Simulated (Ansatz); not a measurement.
Total energies of BrClH3NSi, SMILES `N[SiH](Cl)Br`.

```xyz
7

N     0.7410   -0.6400   -0.5607
Si   -0.5275    0.2160    0.1638
Cl   -1.1093   -0.8279    1.8179
Br   -0.0134    2.2758    0.8344
H     1.4856   -1.0173    0.0040
H     1.0684   -0.3673   -1.4744
H    -1.6447    0.3606   -0.7850
```

The species carries charge 0 and has multiplicity 1. Correlated methods include outer-core shells of Br, which these sets cover unevenly. Scalar relativity is left out up to krypton. The structure was optimised at the PBE0-D4/def2-TZVP level. It is one conformer, not always the lowest. Basis def2-TZVPP, Ansatz 0.2.0.

RPA on PBE orbitals: Hartree–Fock energy of these orbitals -3377.18585 Eh, correlation -1.26399 Eh (frozen core).

| functional | energy without D4 (Eh) | D4 term (kJ/mol) |
| --- | --- | --- |
| B3LYP | -3380.65503 | -32.1 |
| ωB97M-V | -3380.38661 | – |

**Question.** Give the same for LDA (SPW92), PBE, revPBE, BLYP, r2SCAN, B97M-V, PBE0, r2SCANh, r2SCAN0, HSE06 (plane-wave form), BHLYP, CAM-B3LYP, LC-ωPBE, ωB97X-V, B2PLYP, PBE-QIDH. (An estimate is asked.)

**Answer.** The calculation gave: 
```csv
functional,energy without D4 (Eh),D4 term (kJ/mol)
LDA (SPW92),-3373.92820,–
PBE,-3379.79734,-19.5
revPBE,-3380.20250,-51.6
BLYP,-3380.58612,-42.3
r2SCAN,-3380.49279,-4.4
B97M-V,-3379.92795,–
PBE0,-3379.95838,-16.6
r2SCANh,-3380.48680,-4.8
r2SCAN0,-3380.47886,-5.4
HSE06 (plane-wave form),-3379.94582,-15.7
BHLYP,-3380.55332,-27.3
CAM-B3LYP,-3380.71393,-17.2
LC-ωPBE,-3379.98913,–
ωB97X-V,-3380.22587,–
B2PLYP,-3379.91672,–
PBE-QIDH,-3379.47788,–
```

B3LYP takes the VWN-RPA correlation (the form of Gaussian; ORCA's B3LYP/G). HSE06 is the plane-wave form, built on full-range PBE exchange. The double hybrids freeze the cores in their second-order part.

LC-ωPBE has ω = 0.4 bohr⁻¹.
